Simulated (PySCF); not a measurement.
Ionisation energy of Os²⁺ by level of theory

Os²⁺ [Xe] 4f14 5d6 (5D) → Os³⁺ [Xe] 4f14 5d5 (6S), as a difference of total energies. All numbers are calculated (PySCF 2.14, the spin-free X2C one-electron Hamiltonian (Gaussian nucleus), in x2c-TZVPPall with one added diffuse shell each of s, p, d, f type (12s8p8d4f1g, 113 functions)). Correlated levels: valence: [Xe] 4f14 frozen. The calculations carry no spin-orbit coupling.

```
           method  ionisation energy (eV)
              UHF                  24.941
              LDA                  27.399
              PBE                  27.006
             PBE0                  26.788
           r2SCAN                  26.769
    MP2 (valence)                  26.109
SCS-MP2 (valence)                  26.305
```

Q: How much does correlation contribute at MP2 (valence)?

A: 26.109 − (24.941) = 1.168 eV, measured against UHF.

A first-order spin-orbit estimate (lowest level to lowest level, LS coupling) adds 0.460 eV.

Errors of the correlated levels include the incompleteness of this basis and the frozen core.

For comparison: 25 ± 1.6 eV (theoretical estimate listed by NIST; NIST Atomic Spectra Database, ionization energies).
